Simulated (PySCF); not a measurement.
**Which element holds F most strongly?**

CCSD(T) in PySCF with def2-TZVPP on every atom (core potentials on Zr, Sn, Sb), for the lowest determinant that a PBE0 search found; no spin–orbit coupling. D0 is De less the harmonic zero-point energy.

```tsv
M	state (unpaired electrons)	Re (Å)	ωe (cm⁻¹)	D0(MF) (eV)
Ge	doublet (π ↑)	1.753	677	5.09
Sn	doublet (π ↑)	1.943	593	4.72
Zr	quartet (σ ↑, δ ↑↑)	1.894	653	5.94
Al	singlet (closed shell)	1.665	797	6.78
C	doublet (π ↑)	1.278	1312	5.45
Sb	triplet (π ↑↑)	1.919	619	3.81
As	triplet (π ↑↑)	1.743	694	3.90
```

**Question.** Order the elements by D0 and give the energy of SnF + Zr → ZrF + Sn.

**Answer.** Al > Zr > C > Ge > Sn > As > Sb; ΔE = 4.72 − 5.94 = -1.22 eV at CCSD(T)/def2-TZVPP. Close neighbours can swap at other levels.

Correlated steps freeze the inner cores (1 to 10 orbitals); shallow outer-core shells are correlated. These are scalar-relativistic numbers at best; spin–orbit coupling would shift them, the dissociation energy most. Where the molecule has an RHF reference, its open-shell atoms are computed with UHF. States were picked by a PBE0 search and need not be the measured ground states.
